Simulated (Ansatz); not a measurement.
Ansatz results at the PBE0-D4/def2-TZVP geometry: LUMO energy (PBE/def2-TZVPP) -2.10 eV; zero-point energy (PBE0-D4/def2-TZVP) 171.0 kJ/mol; LUMO energy (ωB97M-V/def2-TZVPP) 1.08 eV.

Each molecule was computed in one conformer, which needn't be the lowest.

Problem. Which molecule gave them?
A. `C=NP[SiH3]`
B. `C1=[CH][GeH2][SiH2]1`
C. `B[NH][Al]([F])[SH]`
D. `O[AsH][SiH3]`

Solution. A. The others give `C1=[CH][GeH2][SiH2]1`: -1.65, 169.2, 1.50; `B[NH][Al]([F])[SH]`: -1.68, 132.9, 1.18; `O[AsH][SiH3]`: -1.71, 122.4, 1.05.
